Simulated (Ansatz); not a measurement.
Program: Ansatz. Geometries: PBE0-D4/def2-TZVP. ΔE: electronic, gas phase. CBS: MP2 limit from def2 TZ/QZ plus the TZ coupled-cluster correction, frozen cores. DFT in def2-TZVPP. B3LYP here is the variant with VWN-RPA as its local correlation; programs differ in this. For Se outer-core shells are correlated without core-valence functions, which leaves a few kJ/mol of doubt a bond. Scalar relativity is left out up to krypton. One conformer a species, not always the lowest.

Reaction (formal exchange of groups at the Si–Se bond): `C[SiH2][Se]C#N` + `C=NCC` → `C=NC[SiH2]C` + `C[Se]C#N`

| level | ΔE (kJ/mol) | difference from CCSD(T)/CBS |
| --- | --- | --- |
| PBE0-D4 | 80.8 | -0.9 |
| r2SCAN | 78.6 | -3.1 |
| PBE0 | 80.3 | -1.4 |
| B3LYP | 75.4 | -6.3 |
| SCS-MP2/def2-TZVPP | 78.3 | -3.4 |
| CCSD(T)/def2-TZVPP | 77.2 | -4.5 |
| MP2/def2-QZVPP | 82.7 | 1.0 |
| SCS-MP2/def2-QZVPP | 80.6 | -1.1 |
| HF/CBS(def2) | 84.2 | 2.5 |
| CCSD/CBS(def2) | 82.6 | 0.9 |
| CCSD(T)/CBS | 81.7 | 0 |

Largest T1 diagnostic among the species: 0.012.

From PBE to PBE0 (25 % exact exchange), in def2-TZVPP and without D4, ΔE moves by +4.4 kJ/mol. In def2-TZVPP, CCSD(T) changes the Hartree–Fock value by −7.3 kJ/mol (the triples alone add −0.9 kJ/mol) and MP2 by −4.4 kJ/mol.
